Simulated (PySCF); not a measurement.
A structure optimised at PBE-D3(BJ)/def2-SVP, used in a PySCF frequency run:

```xyz
9

O     -0.0013     0.8583     0.0000
Sn     0.0001    -0.0525    -1.7893
H      0.0542     1.2531    -2.9144
H     -1.4522    -0.9890    -1.9426
H      1.4007    -1.0704    -1.8987
Sn     0.0001    -0.0525     1.7893
H     -1.4522    -0.9890     1.9426
H      0.0542     1.2531     2.9144
H      1.4007    -1.0704     1.8987
```

Task: Write its SMILES, formula and point group.

Result: [SnH3][O][SnH3], H6OSn2, Cs

Task: What are its rotational constants (standard atomic weights)?

Result: 17.984, 0.63147, 0.62239 GHz
